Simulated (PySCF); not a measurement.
Ionisation energy of Ag²⁺ by level of theory

Ag²⁺ [Kr] 4d9 (2D) → Ag³⁺ [Kr] 4d8 (3F), as a difference of total energies. Calculation: PySCF 2.14, in x2c-TZVPPall with one added diffuse shell each of s, p, d, f type (9s7p7d3f1g, 95 functions); scalar relativity by spin-free X2C-1e. Correlated levels: valence and next inner shell: [Ar] 3d10 frozen. The calculations carry no spin-orbit coupling.

Question: Order these methods by the ionisation energy they give, lowest first.
A. CCSD(T) (valence and next inner shell)
B. MP2 (valence and next inner shell)
C. SCS-MP2 (valence and next inner shell)
D. UHF

Answer: D (32.959 eV), A (34.605 eV), C (34.664 eV), B (34.907 eV).

A first-order spin-orbit estimate (lowest level to lowest level, LS coupling) adds -0.146 eV.

Errors of the correlated levels include the incompleteness of this basis and the frozen core.

For comparison: 34.8 ± 0.3 eV (semi-empirical (NIST evaluation); NIST Atomic Spectra Database, ionization energies).
